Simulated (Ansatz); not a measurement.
C2H6FMoNO2, SMILES `C[N]=[Mo](=[O])([F])[O]C`, charge 0, multiplicity 1.

Task: Give a relaxed structure at PBE0-D4/def2-TZVP (the Gaussian-basis code of Ansatz). (Best estimate.)

Result: Ansatz gave: 
```xyz
13

C     0.364    1.433    1.772
N    -0.318    0.482    0.967
Mo   -0.611   -1.147    0.495
O     0.418   -2.113    1.406
F    -2.406   -1.539    0.822
O    -0.198   -1.289   -1.309
C     0.203   -0.400   -2.320
H     0.894    2.150    1.137
H    -0.356    1.993    2.377
H     1.087    0.948    2.437
H     1.241   -0.605   -2.595
H     0.113    0.640   -1.991
H    -0.431   -0.553   -3.197
```
This is one stationary point; other conformers may exist.
